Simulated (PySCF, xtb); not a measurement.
CH5InS, SMILES C[S][InH2].

GFN2-xTB run with xtb at its own geometry gives an orbital gap of 3.01 eV and a dipole moment of 1.84 D.

Geometry optimised at r2SCAN-D4/def2-SVP. The def2 effective core potentials stand for the cores of In; spin–orbit coupling is left out.

**Question.** What does B3LYP/def2-TZVPD run with PySCF give? (The exact figures need the calculation; the answer reports its results.)

**Answer.** gap 4.71 eV (levels -6.60 and -1.89 eV), dipole 1.56 D.
